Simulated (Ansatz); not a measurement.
Method: frozen-core CCSD(T)/def2-TZVPP // PBE0-D4/def2-SVP (Ansatz, a first-principles code).

Ansatz 0.2 input:
```yaml
crystal:
  periodic: [false, false, false]
  atoms:
    - { symbol: F, position_ang: [-1.44736, -1.284423, 0.006331] }
    - { symbol: In, position_ang: [-0.000227, -0.000103, 0.0] }
    - { symbol: F, position_ang: [-0.38807, 1.895342, -0.023817] }
    - { symbol: F, position_ang: [1.835656, -0.610817, 0.017486] }
basis:
  gaussian: { orbitals: def2-TZVPP }
correlation:
  method: ccsd_t
```

Output:

```
Functional definition: HF
1106 factors; integrals over basis functions are off by at most 8.5e-4 eV
mean field evaluation 1: about -13267.7371 eV, gradient 5.2e1 eV
mean field evaluation 2: about -13267.7643 eV, gradient 5.3e1 eV
mean field evaluation 4: about -13272.0089 eV, gradient 1.5e0 eV
mean field evaluation 8: about -13272.0325 eV, gradient 8.5e-2 eV
mean field evaluation 16: about -13271.9560 eV, gradient 1.5e0 eV
mean field -13272.03252918 eV, -487.7381993404 hartree, gradient 8.7e-6 eV, S^2 0.000000; 0 other end points of the search recorded, 0 dependent functions left out
7 core orbitals not correlated
reference -13272.03252918 eV, -487.7381993404 hartree; 17, 17 occupied and 119, 119 virtual orbitals, 1106 factors
second order -28.02001050 eV of doubles, -0.00000000 eV of singles
cycle   1  -26.91986664 eV  change     1.1e0 eV  update   1.4e-1
cycle   2  -27.55641018 eV  change   -6.4e-1 eV  update   5.0e-2
cycle   3  -27.71444974 eV  change   -1.6e-1 eV  update   2.6e-2
cycle   4  -27.70008613 eV  change    1.4e-2 eV  update   8.3e-3
cycle   5  -27.68997722 eV  change    1.0e-2 eV  update   2.7e-3
cycle   6  -27.69104364 eV  change   -1.1e-3 eV  update   9.8e-4
cycle   7  -27.69134282 eV  change   -3.0e-4 eV  update   2.7e-4
cycle   8  -27.69115189 eV  change    1.9e-4 eV  update   1.0e-4
cycle   9  -27.69114018 eV  change    1.2e-5 eV  update   3.7e-5
perturbative correction -0.83621044 eV, -0.0307301667 hartree
Total energy: -13300.55987979 eV, -488.7865601390 hartree
```

Cost: roughly 12 core-seconds.
